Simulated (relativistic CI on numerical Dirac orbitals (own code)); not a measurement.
**Hyperfine structure of Eu II, mass number 151**

Computed by Dirac-Coulomb-Breit CI, KLI orbitals optimised for each configuration, model QED, valence Slater integrals scaled by 0.85, P86 correlation energy added to each configuration (own radial code, finite nucleus).

CI space (outside the closed core [Xe]): 4f⁷6s, 4f⁶6s², 4f⁸, 4f⁷7s, 4f⁶7s². The list is cut by size and lacks configurations that can hold low levels.

Nuclear spin I = 5/2, μ = 3.4635 μN, Q = 0.903 b (tables of Stone and Pyykkö). The electronic factors are computed for point nuclear moments, without core polarisation; leaving it out makes A of s and p electrons in near-neutral atoms 20 to 40 % too small, and it can dominate for d and f shells.

```
     Level  E (cm⁻¹)  A (MHz)  B (MHz)
4f⁷6s ⁹S°4       0.0     1513    -1.88
4f⁷6s ⁷S°3    2443.5    -1500    -1.63
4f⁶6s² ⁷F1   24361.3    209.5      301
4f⁶6s² ⁷F2   25044.6    271.5      320
4f⁶6s² ⁷F3   25914.8    342.4      174
4f⁶6s² ⁷F4   26898.7    414.4     -109
4f⁶6s² ⁷F5   27946.5    484.7     -520
4f⁷6s ⁷P°4   28138.2     1710      298
```

Levels with J = 0, under 50 % of one LS term, or S terms without an open s electron are left out. Small factors come from cancelling terms and can be off by tens of per cent or more.

Correlation outside the listed configurations is missing or only estimated: errors of thousands of cm⁻¹ between configurations and terms are usual at this charge. Rates and lifetimes follow the computed energies and can be off by large factors. The fine structure of a lone outer electron comes out too small, for d and f at times inverted, and misplaced configurations move strength between like terms.

**Question.** Give the hyperfine levels of 4f⁷6s ⁹S°4 relative to its centre of gravity.

**Answer.** With K = F(F + 1) − I(I + 1) − J(J + 1), E = AK/2 + B[¾K(K + 1) − I(I + 1)J(J + 1)]/[2I(2I − 1)J(2J − 1)]: F = 3/2: -18910, F = 5/2: -15130, F = 7/2: -9833, F = 9/2: -3025, F = 11/2: 5295, F = 13/2: 15130 MHz.
